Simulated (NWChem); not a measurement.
Molecule: InH2F; SMILES [F][InH2]

Program: NWChem. Geometry: optimised at PBE-D3(BJ)/def2-SVP. def2 effective core potentials on In; no spin-orbit coupling. Static field.

```csv
level,isotropic polarisability (bohr³),anisotropy (bohr³)
PBE/def2-SVPD,?,?
B3LYP/def2-SVPD,37.3,13.6
Hartree-Fock/def2-SVPD,32.8,9.6
BHandHLYP/def2-SVPD,35.1,12.0
```

Q: Complete the blanks.

A: 
- PBE/def2-SVPD, isotropic polarisability (bohr³): 39.0
- PBE/def2-SVPD, anisotropy (bohr³): 14.1
